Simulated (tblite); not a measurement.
C₄H₁₀OSi (charge -1 and doublet state).
Z-matrix (Å and degrees, GFN2-xTB geometry), rows numbered from 1:
```
C 
C   1  1.3941
C   2  1.4936  1  122.89
C   3  1.5366  2  113.15  1   104.79
O   2  1.3555  1  120.85  3   178.66
Si  5  1.6308  2  137.71  1   147.35
H   1  1.0820  2  119.01  3    19.05
H   1  1.0782  2  119.44  3   173.31
H   3  1.0957  2  109.83  1   -17.19
H   3  1.1050  2  108.34  1  -136.13
H   4  1.0936  3  111.51  2   177.40
H   4  1.0877  3  109.46  2    57.15
H   4  1.0891  3  109.99  2   -61.83
H   6  1.4734  5   94.93  2  -177.32
H   6  1.4915  5  106.48  2    54.33
H   6  1.5006  5  129.75  2   -64.76
```

All values are computed: GFN2-xTB (tblite) harmonic vibrations without scaling, gas phase. This tight-binding method is rough: wavenumbers can miss measured ones by several per cent, in bad cases by 10 to 20. Modes of hydrogen on silicon can be 10 to 20 % off. One conformer, not necessarily the lowest. Open shells enter through the occupations alone, without spin polarisation, and single modes of such species can be off by tens of per cent.

Harmonic wavenumbers (cm⁻¹): 80.9, 101.4, 144.9, 173.5, 205.9, 211.4, 279.9, 299.8, 362.0, 425.1, 430.0, 479.4, 530.7, 598.6, 677.5, 814.4, 839.4, 868.2, 967.8, 994.9, 1005.4, 1050.4, 1081.4, 1221.8, 1260.3, 1311.1, 1386.1, 1399.0, 1453.6, 1505.3, 1514.4, 1556.1, 1791.3, 1952.3, 2100.8, 2764.4, 2909.1, 2935.8, 2993.8, 3009.1, 3029.6, 3067.5.

A = 3753, B = 2014, C = 1445 MHz; mass 102.050 u (most abundant isotopes); point group C1, symmetry number 1; spin multiplicity 2.

Q: What is the zero-point energy?

A: Half the sum of the wavenumbers: 25892 cm⁻¹ = 74.03 kcal/mol.

Q: Give the ideal-gas entropy at 350 K and 1 bar in the rigid-rotor, harmonic-oscillator model (classical rotation).

A: Translation 40.60, rotation 28.26, vibration 30.40, spin (R ln 2) 1.38: S = 100.6 cal/(mol K).

Q: And Cp and H(350 K) − H(0)?

A: Cp = 40.08 cal/(mol K), of which vibrations give 32.14 (their classical limit is 42 R = 83.5); H(350 K) − H(0) = 8.62 kcal/mol without the zero-point energy, 5.84 from vibrations.

Q: How do the functions run with temperature in this model?

A: 
```
 T (K)  S (cal/(mol K))  Cp (cal/(mol K))  H − H(0) (kcal/mol)  G − H(0) (kcal/mol)  ln q(vib)
    50             56.2              11.6                 0.45                -2.36       0.19
   100             66.3              17.9                 1.19                -5.43       1.00
298.15             94.5              36.1                 6.64               -21.54       5.66
373.15            103.3              41.8                 9.57               -28.96       7.46
   500            116.7              50.2                15.42               -42.93      10.44
   750            139.6              62.4                29.61               -75.05      15.97
  1000            158.7              70.4                46.28              -112.40      21.02
```

q(vib) and H(0) count from the zero-point level.

Q: Which modes carry the vibrational entropy at 350 K?

A: 80.9 cm⁻¹: 4.18; 101.4 cm⁻¹: 3.74; 144.9 cm⁻¹: 3.05; 173.5 cm⁻¹: 2.70; 205.9 cm⁻¹: 2.38; 211.4 cm⁻¹: 2.33 cal/(mol K); the other 36 give 12.03 together.

Q: What must be added to the electronic energy to get the Gibbs energy at 350 K and 1 bar?

A: ZPE + [H(350 K) − H(0)] − T·S = 74.03 + 8.62 − 35.22 = 47.43 kcal/mol.

Q: Blend soft modes into free rotors: weight 1/[1 + (100 cm⁻¹/ν̃)⁴] for the oscillator and the rest for a rotor with moment μB/(μ + B), μ = h/(8π²ν), B = 10⁻⁴⁴ kg m². What vibrational entropy results?

A: 29.28 cal/(mol K) in place of 30.40, which changes −T·S at 350 K by +0.39 kcal/mol.

Hindered rotation and anharmonicity are outside this model. Other conformers, if any are populated, would add a mixing term that is left out. The structure is chiral; the term R ln 2 for an equal mix with its mirror image is left out.
